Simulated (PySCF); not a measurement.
```xyz
4
charge 1 multiplicity 1, angstrom
O     0.0000    0.0000    0.0000
Cs    0.0010    0.0000    2.5540
Cs    2.2113    0.0000   -1.2779
Cs   -2.2123    0.0000   -1.2761
```

Method: PBE0 in PySCF with O def2-TZVP, Cs def2-TZVP with ECP46; scalar-relativistic core potentials, no spin–orbit coupling; density-fitted integrals.

This geometry of Cs₃O⁺ is a stationary point at this level.

Problem. What is the point group?

Solution. D3h.

Problem. Is it a minimum?

Solution. Yes: all harmonic wavenumbers are real, though the softest, 49 cm⁻¹, leaves little margin.

Problem. Which band is strongest in the infrared?

Solution. 361 cm⁻¹ (e'), 679 km/mol.

Problem. Give the atomic charges and bond orders.

Solution. 
| atom | Mulliken | Löwdin | polar tensor | Mayer order to O1 |
| --- | --- | --- | --- | --- |
| O1 | -1.27 | -1.01 | -1.82 | – |
| Cs2,3,4 | 0.76 | 0.67 | 0.94 | 0.35 |

Only a few start shapes were tried, so a lower isomer may exist.
